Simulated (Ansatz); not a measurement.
# Two structures, one formula

The two ends of one reaction step of Si2H6Cl3OF, singlet (PBE0-D4/def2-TZVP).

A:

Si1  (-1.544, 0.197, -1.046)
Si2  (-1.000, -1.318, 0.656)
Cl3  (0.102, 0.775, -2.147)
Cl4  (-2.530, 1.862, -0.436)
F5  (-2.490, -0.529, -2.100)
H6  (1.562, 1.251, 1.080)
Cl7  (0.517, 1.616, 1.795)
H8  (3.132, -0.153, 0.160)
O9  (2.731, 0.697, -0.039)
H10  (0.474, -1.444, 0.756)
H11  (-1.567, -2.625, 0.226)
H12  (-1.604, -0.899, 1.939)
H13  (2.216, 0.571, -0.845)
(Å)

B:

Si1  (-1.438, 1.671, -0.976)
Si2  (0.181, -2.065, 0.818)
Cl3  (0.047, 1.311, -2.294)
Cl4  (-2.789, 2.929, -1.775)
F5  (-2.154, 0.313, -0.641)
H6  (1.818, 0.996, 0.900)
Cl7  (-0.688, 2.444, 0.732)
H8  (0.266, -1.724, -0.624)
O9  (2.216, 0.248, 0.447)
H10  (1.485, -2.557, 1.321)
H11  (-0.832, -3.146, 0.976)
H12  (-0.277, -0.890, 1.600)
H13  (2.165, 0.470, -0.486)
(Å)

Ansatz 0.2.0; basis: def2-TZVPP; cores frozen in the correlated methods. B3LYP uses VWN-RPA correlation.

Task: Which structure is lower at CCSD(T), and by how much? (To be estimated.)

Result: By the calculation: B, by 0.779 eV (electronic energy, against the other). By their contacts, A is a complex of Si₂H₃Cl₂F ([F][Si]([SiH3])([Cl])[Cl]) + HCl + H₂O and B is a complex of SiCl₃F ([F][Si]([Cl])([Cl])[Cl]) + SiH₄ + H₂O.

All methods give the same order:

```
      method  E(B) − E(A) (eV)
       SPW92            -0.359
      PBE-D4            -0.507
     BLYP-D4            -0.607
   r2SCAN-D4            -0.698
      B97M-V            -0.776
     PBE0-D4            -0.605
    B3LYP-D4            -0.674
  r2SCAN0-D4            -0.739
    BHLYP-D4            -0.776
CAM-B3LYP-D4            -0.719
     wB97X-V            -0.737
     wB97M-V            -0.793
      B2PLYP            -0.775
    PBE-QIDH            -0.744
  RPA on PBE            -0.814
          HF            -1.061
         MP2            -0.830
        CCSD            -0.818
     CCSD(T)            -0.779
```

No T1 diagnostic of these runs exceeds 0.011.

Labels in which every atom is bracketed show which atoms are joined, not bond orders.

For scale, one of the runs: CCSD(T)/def2-TZVPP, 356 basis functions, launched by `ansatz run in.yaml --threads 4 --pin off --events-out ev --progress --plain --max-ram 46080MiB --backend cuda --devices 0, --max-vram 37GiB`. Time: 7 s of wall clock on 4 CPU threads of an AMD EPYC 7R13 and a share of one NVIDIA H100; the host was shared. Peak host memory: 0.89 GiB.
